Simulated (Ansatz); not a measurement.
Input for Ansatz (an electronic-structure program): R-PBE0/def2-TZVPPD on CH9NSi (a complex). Files ending in .json are basis or fitting sets from the Basis Set Exchange.

Ansatz 0.2 input:
```yaml
crystal:
  periodic: [false, false, false]
  atoms:
    - {symbol: Si, position_ang: [-0.02219163, -0.12477800, -0.06855816]}
    - {symbol: H, position_ang: [0.04119118, 1.22432503, 0.53590559]}
    - {symbol: H, position_ang: [0.28310070, -0.03283706, -1.51421110]}
    - {symbol: H, position_ang: [-1.38115579, -0.68414839, 0.11005087]}
    - {symbol: H, position_ang: [0.96689538, -1.00720420, 0.58927622]}
    - {symbol: C, position_ang: [0.69705742, 0.26928960, 3.76714946]}
    - {symbol: N, position_ang: [-0.61893508, -0.28462421, 3.45847672]}
    - {symbol: H, position_ang: [1.24621761, -0.43784802, 4.39065678]}
    - {symbol: H, position_ang: [0.57333789, 1.18474933, 4.34766621]}
    - {symbol: H, position_ang: [1.32082599, 0.50485065, 2.89438380]}
    - {symbol: H, position_ang: [-0.54247203, -1.15035683, 2.93947760]}
    - {symbol: H, position_ang: [-1.16766660, 0.35707027, 2.90004961]}
basis:
  gaussian:
    orbitals: def2-TZVPPD.json
hamiltonian:
  xc: {name: PBE0}
scf: {lower_state_search: off}
```

The head of its log:

```
WARN ansatz: RAYON_NUM_THREADS=1 ignored (pool sized by the plan → 1); use --threads N
Functional definition: PBE0
these checks for a lower state are left out or cut short: stability, starts, cluster_reference, orbital_swaps, neighbouring_geometries, increment
integrals: 0.18 GiB planned
1206 factors; their error is unknown
mean field: 1.64 GiB planned
mean field evaluation 1: about -10538.9976 eV, gradient 5.5e1 eV
mean field evaluation 2: about -10532.8226 eV, gradient 7.5e1 eV
```

Question: Predict the final total energy.

Answer: -387.5385 hartree.
